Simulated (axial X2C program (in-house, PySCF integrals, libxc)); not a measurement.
# Ω levels of WF⁻ from open-shell CI on d4 s2 p(π)0

Calculated with an axial X2C code built on PySCF integrals: two-component X2C with atomic mean-field Coulomb and Gaunt terms, basis W dyall-v3z, F dyall-av3z (cores contracted in-house). Orbitals come from Hartree–Fock averaged over the configuration W d4 s2 p(π)0; CI then distributes these electrons over the d, s, p(π) shells of W.

R = 2.019 Å (near the minimum of the configuration average).

Lowest levels of this model:

| Ω | energy (cm⁻¹) | g∥ | configuration |
| --- | --- | --- | --- |
| 0 | 0 | 0.00 | 89% d4 s2 |
| 1 | 273 | 3.96 | 89% d4 s2 |
| 2 | 785 | 7.90 | 88% d4 s2 |
| 0 | 6128 | 0.00 | 88% d4 s2 |
| 0 | 6401 | 0.00 | 89% d4 s2 |
| 1 | 6409 | 5.29 | 88% d4 s2 |
| 1 | 6837 | 2.49 | 88% d4 s2 |
| 2 | 7189 | 5.89 | 85% d4 s2 + 6% d5 s1 |
| 3 | 7454 | 9.81 | 82% d4 s2 + 9% d5 s1 |
| 0 | 9366 | 0.00 | 68% d5 s1 + 16% d4 s1 p(π)1 |
| 1 | 9421 | 3.94 | 79% d5 s1 + 18% d4 s1 p(π)1 |
| 2 | 9467 | 7.89 | 78% d5 s1 + 18% d4 s1 p(π)1 |
| 0 | 9538 | 0.00 | 88% d4 s2 |
| 3 | 9542 | 11.79 | 76% d5 s1 + 18% d4 s1 p(π)1 |
| 0 | 9659 | 0.00 | 74% d4 s2 + 16% d5 s1 |
| 2 | 11570 | 4.08 | 87% d4 s2 |
| 3 | 12056 | 7.72 | 87% d4 s2 + 5% d5 s1 |
| 0 | 12299 | 0.00 | 98% d4 s1 p(π)1 |
| 0 | 12381 | 0.00 | 97% d4 s1 p(π)1 |
| 4 | 12415 | 11.22 | 87% d4 s2 |
| 3 | 13295 | 5.91 | 88% d4 s2 |
| 4 | 14065 | 9.53 | 73% d4 s2 + 20% d4 s1 p(π)1 |
| 4 | 14161 | 13.00 | 80% d4 s1 p(π)1 + 17% d4 s2 |
| 5 | 15286 | 11.83 | 90% d4 s2 |
| 4 | 15947 | 9.66 | 89% d4 s2 |
| 6 | 19029 | 13.05 | 92% d4 s2 |
| 5 | 19745 | 10.21 | 91% d4 s2 |
| 5 | 20645 | 15.78 | 98% d4 s1 p(π)1 |
| 6 | 23311 | 12.97 | 89% d4 s2 |
| 5 | 24596 | 13.83 | 93% d4 s1 p(π)1 + 6% d3 s2 p(π)1 |

g∥ is the magnitude of 2⟨Lz + ge Sz⟩ for the +Ω component.

This point took 2.5 s on 1 thread of Arm Neoverse V1 (shared host).

There is no dynamic correlation: spin–orbit spacings and, for f shells, spacings inside one term are the most reliable numbers, splittings between terms come out too wide, and energies between configurations are not reliable, so the lowest level need not be the ground state of the molecule. For d shells the ligand-field splittings (σ, π, δ) and their order can be off by a thousand cm⁻¹ or more. At most 4 roots were kept for each Ω > 0 (twice that for Ω = 0) within 3.2 eV of the lowest, so higher up levels can be missing between those listed; levels with Ω > 0 are doubly degenerate and listed once, Ω = 0 levels singly. Some active spinors are only partly of the character that their shell is named for, so the shell names and counts are nominal. States that fill the shells left empty in the average are placed too high. For an anion, levels above electron detachment are held by the basis set.
